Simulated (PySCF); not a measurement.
Species: methane selenol, CH4Se.
SMILES: `C[SeH]`

Theory: EOM-EE-CCSD/aug-cc-pVDZ in PySCF, restricted Hartree–Fock reference, 10 core orbitals frozen, non-relativistic, gas phase, PBE0-D3(BJ)/def2-SVP geometry.

What does EOM-EE-CCSD give for the lowest vertical excitations?

| state | E (eV) | λ (nm) | main singles (HF orbitals, share of the singles part) |
| --- | --- | --- | --- |
| singlet 1 | 4.85 | 256 | HOMO→LUMO 42 %, HOMO→LUMO+4 22 %, HOMO→LUMO+8 11 % |
| singlet 2 | 5.52 | 225 | HOMO→LUMO+1 45 %, HOMO→LUMO+3 17 %, HOMO→LUMO+11 9 % |
| singlet 3 | 6.45 | 192 | HOMO→LUMO 39 %, HOMO→LUMO+4 22 %, HOMO→LUMO+1 13 % |
| singlet 4 | 6.72 | 185 | HOMO→LUMO+3 60 %, HOMO→LUMO+1 18 %, HOMO→LUMO+5 8 % |
| triplet 1 | 4.51 | 275 | HOMO→LUMO 34 %, HOMO→LUMO+4 24 %, HOMO→LUMO+8 14 % |
| triplet 2 | 5.12 | 242 | HOMO→LUMO+1 37 %, HOMO→LUMO+11 18 %, HOMO→LUMO+3 18 % |

What is the vertical gap between the lowest excited singlet and the lowest triplet?

4.85 − 4.51 = 0.34 eV (33 kJ/mol).

The first EOM-IP-CCSD ionisation energy is 8.80 eV, 2.08 eV above the highest singlet listed and 3.95 eV above the lowest.

T1 diagnostic 0.008. EOM-CCSD puts states of mainly double-excitation character too high. An iterative search for so few roots can pass over a low state.
